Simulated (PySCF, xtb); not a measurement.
C2H3BBrF, SMILES FB(Br)C=C.

The structure is a stationary point at PBE0-D3(BJ)/def2-SVP. This is a generated structure with no PubChem entry under its InChIKey; it may be hypothetical. The values are those of a single conformer.

These are PySCF with C-PCM-B3LYP/def2-SVP values and carry that method's errors.

The values are the electrostatic part of the solvation free energy, E(continuum) − E(gas) at the gas-phase geometry, in a cavity of scaled van der Waals radii (PySCF's table); cavitation and dispersion terms are not included. In vacuum the orbital gap is 6.03 eV. The dipole moment in vacuum is 1.97 D.

Computed values in water (ε = 78.36), 2-propanol (ε = 19.26), benzene (ε = 2.27):
```
solvent         ε  ΔG(elec) (kcal/mol)  dipole (D)  gap (eV)
----------  -----  -------------------  ----------  --------
water       78.36                 -1.8        2.48      6.06
2-propanol  19.26                 -1.7        2.45      6.06
benzene      2.27                 -1.0        2.23      6.05
```

For comparison, GFN2-xTB/ALPB(water) (xtb, at the GFN2-xTB geometry, all terms of that model) gives -1.4 kcal/mol.
